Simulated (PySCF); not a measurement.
# Frontier orbitals and the lowest excitations

Species: C7H4FNO.
Structure used (GFN2-xTB), in Å, numbered top down from 1:
```
atom  x, y, z in Å
N1     2.1163    1.2947    2.1902
C2     1.4869    0.8253    1.3579
C3     0.6879    0.2442    0.3386
C4     1.0450   -1.0968   -0.2799
C5    -0.1711   -1.6098   -0.1116
C6    -0.7401   -0.3743    0.5353
C7    -1.3029    0.6232   -0.4985
F8    -2.0202    0.0866   -1.5266
C9     0.1135    1.1189   -0.7920
O10    0.6029    1.8647   -1.5736
H11    1.9658   -1.4158   -0.7271
H12   -0.6402   -2.5368   -0.3767
H13   -1.2359   -0.4476    1.4968
H14   -1.9086    1.4231   -0.0549
```

The calculation used TDDFT CAM-B3LYP/def2-SVPD, vertical, gas phase, core orbitals frozen in the response in PySCF 2.14.0, density-fitted response routines.

Kohn–Sham orbitals with the atoms that hold most of them (Löwdin shares over 4%, at most four atoms; ? is withheld):

```
orbital  ε (eV)                            atoms
 LUMO+2    0.86   N1 20%, C2 16%, C6 13%, C3 10%
 LUMO+1    0.04     C4 28%, C5 24%, C6 6%, C7 6%
   LUMO   -0.90                                ?
   HOMO   -9.24  O10 30%, C5 12%, C3 11%, C9 10%
 HOMO-1  -10.36                                ?
 HOMO-2  -11.22   N1 26%, C2 19%, C4 11%, C6 11%
 HOMO-3  -11.63   N1 24%, C2 18%, O10 15%, C5 8%
```

**Question.** Which atoms hold the LUMO, and with what shares?

**Answer.** C9 (bonded to 2 C and O) 30%; O10 (bonded to C) 28%; C5 (bonded to 2 C and H) 9%; C7 (bonded to 2 C, F and H) 8%. By element: carbon 47% or more, oxygen 28%.

**Question.** Give the leading atoms of the HOMO-1.

**Answer.** C4 (bonded to 2 C and H) 20%; C5 (bonded to 2 C and H) 13%; N1 (bonded to C) 12%; C7 (bonded to 2 C, F and H) 9%. By element: carbon 42% or more, nitrogen 12%.

**Question.** How does S1 compare with the orbital gap of 8.35 eV?

**Answer.** S1 is at 3.95 eV (f = 0.0041), 4.39 eV below the gap, made of HOMO→LUMO (85%). 

**Question.** Give energy, strength and leading configuration of S1, S2 and S3, and follow the Löwdin shares of the leading atoms from the occupied to the empty orbital.

**Answer.** 
- S1 (3.95 eV, f 0.0041), HOMO→LUMO (85%): O10 30% → 28%, C5 12% → 9%, C9 10% → 30%
- S2 (5.94 eV, f 0.0098), HOMO-1→LUMO (83%): C4 20% → at most 8%, C5 13% → 9%, C9 at most 9% → 30%, O10 at most 9% → 28%
- S3 (6.14 eV, f 0.027), HOMO→LUMO+1 (92%): O10 30% → at most 7%, C5 12% → 24%, C4 at most 11% → 28%

Löwdin shares depend on the basis, the more so with diffuse functions.
